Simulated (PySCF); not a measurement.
BFH₄N₂, SMILES NB(N)F.

Geometry: B3LYP-D3(BJ)/def2-SVP. The values are those of a single conformer.

These are PySCF with PBE0/def2-TZVPD values and carry that method's errors.

Symmetry labels are those of the subgroup C2v that the program uses (full group C2v).

Question: List the valence orbital energies around the gap with their symmetry. (The exact figures need the calculation; the answer reports its results.)

Answer: 
```
orbital  symmetry  energy (eV)
-------  --------  -----------
HOMO−7         A1       -14.57
HOMO−6         B2       -14.28
HOMO−5         A1       -12.69
HOMO−4         B2       -12.58
HOMO−3         B1       -12.15
HOMO−2         B2       -10.71
HOMO−1         B1        -8.69
HOMO           A2        -7.21
LUMO           A1        -0.07
LUMO+1         B2         1.05
LUMO+2         A1         1.41
LUMO+3         A1         2.12
```
